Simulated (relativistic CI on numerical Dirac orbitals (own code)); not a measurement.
**Hyperfine structure of Bi LXXVIII, mass number 207**

Method of calculation: Dirac-Coulomb-Breit CI, KLI orbitals optimised for each configuration, model QED (radiative potential, 1s self-energy scaled to tabulated hydrogen-like ionisation energies), unscaled Slater integrals (own radial code, finite nucleus).

Configuration list (outside the closed core 1s2): 2s2 2p2, 2s 2p3, 2p4, 2s2 2p 3s, 2p3 3s, 2p3 3p, 2s2 2p 3p, 2p3 3d, 2s2 2p 3d, 2s 2p2 3s, 2s 2p2 3p, 2s 2p2 3d, 2s2 2p 4s, 2s2 2p 4p, 2s2 2p 4d, 2s2 2p 4f. Levels of other configurations are missing.

Nuclear spin I = 9/2, μ = 4.0729 μN, Q = -0.76 b (tables of Stone and Pyykkö). The electronic factors are computed for point nuclear moments, without core polarisation or the Bohr-Weisskopf and QED corrections.

```
       Level   E (eV)  A (GHz)  B (GHz)
2s2 2p2 3P_1  2422.44    -1686     -951
2s2 2p2 1D_2  2440.55     3941    -1830
2s2 2p2 3P_2  4897.21     1137    -70.4
2s 2p3 5S°_2  5181.50     7161     -206
2s 2p3 3D°_3  5228.29     9109     4.23
2s 2p3 3S°_1  5334.18   -10030      427
2s 2p3 1D°_2  5341.85   -916.5      135
2s 2p3 3P°_1  5347.36    24230     -257
```

Levels with J = 0, under 50 % of one LS term, or S terms without an open s electron are left out. Small factors come from cancelling terms and can be off by tens of per cent or more.

At this charge energies of transitions that change n are usually good to better than 1 %, and those within a shell (Δn = 0) to a few per cent.

Task: Give the hyperfine levels of 2s2 2p2 3P_1 relative to its centre of gravity.

Result: With K = F(F + 1) − I(I + 1) − J(J + 1), E = AK/2 + B[¾K(K + 1) − I(I + 1)J(J + 1)]/[2I(2I − 1)J(2J − 1)]: F = 7/2: 8837, F = 9/2: 2320, F = 11/2: -7824 GHz.

LS names give the leading component of a level, which can be under half, so a name can repeat, a term be missing and a line seem to break the LS rules.
